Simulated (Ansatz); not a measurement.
Calculated with Ansatz (gas phase, PBE0-D4/def2-TZVP geometries, no zero-point term in ΔE). CBS: MP2 limit from def2 TZ/QZ plus the TZ coupled-cluster correction, frozen cores. This one scheme is used for every species. DFT in def2-TZVPP. B3LYP here is the variant with VWN-RPA as its local correlation; programs differ in this. No spin–orbit coupling; open shells (•) take unrestricted orbitals. For Ge outer-core shells are correlated without core-valence functions, which leaves a few kJ/mol of doubt a bond. Scalar relativity is left out up to krypton. One conformer a species, not always the lowest.

Reaction (hydrogen abstraction from a Ge–H bond): `[SH][GeH]([SH])[SH]` + `[CH3]`• → `[SH][Ge]([SH])[SH]`• + CH₄

`[SH][GeH]([SH])[SH]`:

Z-matrix (Å, degrees):
```
Ge
S 1 2.215
S 1 2.219 2 105.5
S 1 2.212 2 107.8 3 -121.6
H 1 1.536 2 113.5 3 121.7
H 2 1.345 1 93.8 3 -48.1
H 3 1.345 1 93.9 2 169.4
H 4 1.344 1 93.4 2 64.9
```

`[CH3]`•:

Z-matrix (Å, degrees):
```
C
H 1 1.080
H 1 1.080 2 120.0
H 1 1.080 2 120.0 3 180.0
```

`[SH][Ge]([SH])[SH]`•:

```xyz
7

S    -1.655   -1.483    0.088
Ge    0.142   -0.213    0.497
S    -0.729    1.509    1.607
S     1.087    0.589   -1.379
H    -1.139   -1.946   -1.063
H     0.475    2.065    1.830
H     1.819   -0.521   -1.580
```

CH₄:

Cartesian coordinates in Å:
```
C 0.000 0.000 0.000
H 0.640 -0.340 -0.814
H -1.043 -0.053 -0.312
H 0.251 1.029 0.254
H 0.151 -0.637 0.871
```

```
             level  ΔE (kJ/mol)  difference from CCSD(T)/CBS
           PBE0-D4       -133.2                        -12.6
            B2PLYP       -131.8                        -11.2
               PBE       -151.7                        -31.1
             B3LYP       -141.3                        -20.7
    MP2/def2-TZVPP       -120.9                         -0.3
SCS-MP2/def2-TZVPP       -117.3                          3.3
SCS-MP2/def2-QZVPP       -118.9                          1.7
      HF/CBS(def2)        -82.3                         38.3
     MP2/CBS(def2)       -123.8                         -3.2
    CCSD/CBS(def2)       -114.9                          5.7
       CCSD(T)/CBS       -120.6                            0
```

Largest T1 diagnostic among the species: 0.015.

In def2-TZVPP, CCSD(T) changes the Hartree–Fock value by −35.9 kJ/mol (the triples alone add −5.7 kJ/mol) and MP2 by −39.1 kJ/mol. From PBE to PBE0 (25 % exact exchange), in def2-TZVPP and without D4, ΔE moves by +17.7 kJ/mol.
